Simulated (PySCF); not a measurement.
# Ti¹⁰⁺: ionisation energy

Ti¹⁰⁺ [Ne] 3s2 (1S) → Ti¹¹⁺ [Ne] 3s1 (2S), as a difference of total energies. Computed with PySCF 2.14 in an uncontracted even-tempered set (17 s from 0.59 bohr⁻², ratio 2.5; 11 p from 0.76 bohr⁻², ratio 2.5; 5 d from 3.3 bohr⁻², ratio 2.7; 4 f from 5 bohr⁻², ratio 2.7), with no relativity, point nucleus. Correlated levels: outer shells: 1s2 frozen; virtual orbitals above 40 to 60 times the deepest correlated orbital energy dropped. The calculations carry no spin-orbit coupling.

```tsv
method	ionisation energy (eV)	difference from reference (eV)
UHF	261.26	-3.81
LDA	263.75	-1.32
PBE	263.81	-1.26
PBE0	263.44	-1.63
r2SCAN	262.18	-2.89
PBEsol	263.29	-1.78
BLYP	263.83	-1.24
MP2 (outer shells)	263.27	-1.80
SCS-MP2 (outer shells)	263.47	-1.60
```

Reference: 265.07 ± 0.06 eV (semi-empirical (NIST evaluation); NIST Atomic Spectra Database, ionization energies).

These non-relativistic numbers lack the scalar-relativistic shift.
